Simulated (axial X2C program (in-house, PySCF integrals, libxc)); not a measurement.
Working with the constants of ScN

A bond curve at the PBE0 level, with spin–orbit coupling, was computed with an axial X2C code built on PySCF integrals (basis Sc dyall-cv3z [10s11p7d5f2g], N dyall-av3z [7s7p3d2f] (cores contracted in-house)) for the state Ω = 0 (closed shell). Its fit gives Re = 1.6368 Å, ωe = 976.0 cm⁻¹, ωexe = 2.79 cm⁻¹ and αe = 2.829e-03 cm⁻¹; the masses are 44.9559 and 14.0031 u. Two-component means X2C with spin–orbit coupling and atomic mean-field Coulomb and Gaunt terms.

Question: Find the reduced mass, Be and the force constant.

Answer: From the PBE0 values: μ = 10.6773 u. Be = 16.8576/(μ Re²) = 0.5893 cm⁻¹. k = 5.8918×10⁻⁷ μ ωe² = 5.99 mdyn/Å.

Question: A Morse curve ties αe to the other constants (Pekeris). How well does that hold?

Answer: αe(Morse) = 6Be²/ωe × (√(ωexe/Be) − 1) = 2.510e-03 cm⁻¹; the PBE0 curve gives 2.829e-03 cm⁻¹, a ratio of 0.89.

Question: Give B0, the J = 1←0 line in GHz and the most populated J at 300 K (kT = 208.5 cm⁻¹).

Answer: B0 = Be − αe/2 = 0.5879 cm⁻¹; 2B0 = 35.25 GHz; J(max) ≈ √(kT/2B0) − 1/2 = 12.8, so J = 13.

Question: Estimate De from a Morse curve and compare with the computed well depth of 4.030 eV to Sc + N.

Answer: De(Morse) = ωe²/(4ωexe) = 10.583 eV against 4.030 eV computed, a ratio of 2.63. The extrapolation overshoots: the well softens faster than a Morse curve, or the lowest atomic limit lies below the one to which the curve heads.

Question: The dipole moment p changes by 2.05 D/Å at Re. What harmonic infrared intensity follows?

Answer: I = 42.256 × (dp/dR)²/μ = 17 km/mol.

One determinant describes the state; a PBE0 search over occupations chose it and may have missed a lower one. Dissociation energies refer to the lowest single-determinant-based atoms at the same level and basis. A 2c atom that is not at its ground J level misses part of its spin–orbit lowering, and De is too large by that part (0.04 eV or less for light atoms). This holds for PBE0. Other states lie close and PBE0, whose exact exchange favours high spin, may order them wrongly; the determinant shown need not be the ground state. The nearest other 2c determinant of the search, Ω = 1, lies 0.43 eV up at the distance of the search. The functionals have no current-density term, which raises determinants with orbital currents, atoms included.
